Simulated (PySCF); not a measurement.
Geometry:
```tsv
atom	x (Å)	y (Å)	z (Å)
C1	1.137	-0.444	-2.177
C2	1.930	-0.116	-0.926
C3	1.120	-0.173	0.375
C4	2.019	0.111	1.578
N5	-0.061	0.687	0.339
Si6	0.051	2.423	0.339
C7	-1.347	0.105	0.729
C8	-1.827	-0.963	-0.250
C9	-1.369	-0.406	2.170
H10	1.767	-0.379	-3.077
H11	0.721	-1.463	-2.134
H12	0.295	0.252	-2.299
H13	2.380	0.888	-1.022
H14	2.780	-0.813	-0.823
H15	0.753	-1.210	0.471
H16	2.455	1.122	1.509
H17	1.456	0.054	2.520
H18	2.855	-0.604	1.631
H19	1.279	2.851	-0.395
H20	0.108	3.057	1.702
H21	-1.163	2.970	-0.341
H22	-2.080	0.930	0.673
H23	-1.163	-1.841	-0.253
H24	-1.866	-0.563	-1.273
H25	-2.834	-1.314	0.025
H26	-0.686	-1.260	2.304
H27	-2.378	-0.745	2.450
H28	-1.067	0.386	2.871
```

Geometry: PBE0-D3(BJ)/def2-SVP; GIAO shifts from PySCF 2.14, gas phase, non-relativistic, averaged over equivalent atoms.

At PBE0/pcSseg-1 (255 basis functions, 3 min wall time on 1 thread of an Intel Xeon, shared host):
| atoms | δ (ppm) |
| --- | --- |
| C7 | 52.3 |
| C3 | 48.5 |
| C2 | 30.6 |
| C4 | 26.9 |
| C8 | 23.2 |
| C9 | 22.9 |
| C1 | 13.9 |
| N5 | 44.0 |
| Si6 | -63.3 |
| H19/H20/H21 | 4.56 |
| H22 | 2.99 |
| H15 | 2.39 |
| H13 | 1.44 |
| H26/H27/H28 | 1.10 |
| H16/H17/H18 | 1.09 |
| H14 | 1.08 |
| H23/H24/H25 | 0.99 |
| H10/H11/H12 | 0.93 |

Scale: TMS for $^{13}$C (σ = 184.41 ppm), $^{29}$Si (σ = 351.99 ppm), $^{1}$H (σ = 31.27 ppm); $^{15}$N (σ = 265.67 ppm) against NH3 (reference shieldings calculated alike).

What do these become at B3LYP/pcSseg-1?

Results:


```tsv
atoms	δ at B3LYP/pcSseg-1	change
C7	53.9	+1.6
C3	50.2	+1.7
C2	31.9	+1.3
C4	27.5	+0.6
C8	23.8	+0.6
C9	23.5	+0.6
C1	14.6	+0.7
N5	49.5	+5.5
Si6	-67.0	-3.7
H19/H20/H21	4.48	-0.08
H22	2.98	-0.01
H15	2.41	+0.02
H13	1.48	+0.04
H26/H27/H28	1.12	+0.02
H16/H17/H18	1.11	+0.02
H14	1.11	+0.03
H23/H24/H25	1.02	+0.03
H10/H11/H12	0.96	+0.03
```

Referencing at the same level of theory: $^{13}$C (179.24 ppm), $^{29}$Si (337.86 ppm), $^{1}$H (31.38 ppm) against TMS; NH3 for $^{15}$N (263.54 ppm).

The largest change is at N5 (nitrogen bonded to 2 C, Si). Cost: 255 basis functions, 2.8 min wall time on 1 thread of an Intel Xeon, shared host. The order of the carbon signals is the same at both levels.

Experimental scales use liquid or dissolved standards, which lie at an offset from isolated NH3 (liquid NH3: subtract about 20 ppm).
